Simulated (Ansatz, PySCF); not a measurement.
Gas-phase reaction in SMILES: N[Si](N)(Cl)Cl + 4 [H][H] (H2) → 2 Cl (HCl) + 2 N (NH3) + [SiH4] (SiH4)
Each molecule is optimised on its own at B3LYP-D3(BJ)/def2-TZVP (Ansatz, a quantum-chemistry and plane-wave program), one conformer each, not searched for the lowest. Frequencies are from Ansatz or PySCF.

Quantity: energy of full hydrogenation (enthalpy at 298 K, with B3LYP-D3(BJ) rigid-rotor harmonic-oscillator terms), in kcal/mol. Cores are frozen in the correlated levels unless marked. Spin-orbit coupling is left out. No relativistic terms. Basis-set limits of correlation are two-point, X^-3; Hartree-Fock from the larger set. The bracket is a focal-point correction in the basis named.

| level | program | energy of full hydrogenation (kcal/mol) |
|---|---|---|
| HF-D3(BJ)/def2-TZVPD | PySCF + dftd3 | 73.9 |
| SCS-MP2/6-31G | Ansatz | 59.9 |
| RI-MP2/CBS(aug-cc-pV(T+d)Z,aug-cc-pV(Q+d)Z)+[CCSD(T)-MP2]/aug-cc-pV(T+d)Z | Ansatz | (withheld) |

Q: Some entries are withheld; supply them.

A: 
- RI-MP2/CBS(aug-cc-pV(T+d)Z,aug-cc-pV(Q+d)Z)+[CCSD(T)-MP2]/aug-cc-pV(T+d)Z, energy of full hydrogenation (kcal/mol): 69.4
